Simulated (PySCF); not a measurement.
**Fine-structure interval of Sn⁴¹⁺ by level of theory**

Sn⁴¹⁺ [He] 2s2 2p5 [2p1/2^2 2p3/2^3, M_J = 3/2] → Sn⁴¹⁺ [He] 2s2 2p5 [2p1/2^1 2p3/2^4, M_J = 1/2], as a difference of total energies. Computed with PySCF 2.14 in an even-tempered Gaussian basis (17 s from 20 bohr⁻², ratio 2.4; 12 p from 26 bohr⁻², ratio 2.4; 5 d from 96 bohr⁻², ratio 2.6; 4 f from 140 bohr⁻², ratio 2.6), with the two-component X2C-1e Hamiltonian. Correlated levels: nothing frozen; the 30 highest virtual spinors dropped. "Screened" scales the spin-orbit matrix elements by Boettger's factors to mimic the two-electron term; Breit and QED terms are absent.

```json
{"method": "GHF (screened spin-orbit)", "fine-structure interval (cm⁻¹)": "1951000"}
{"method": "GMP2 (screened spin-orbit)", "fine-structure interval (cm⁻¹)": "1952000"}
{"method": "GHF (bare spin-orbit)", "fine-structure interval (cm⁻¹)": "2036100"}
```
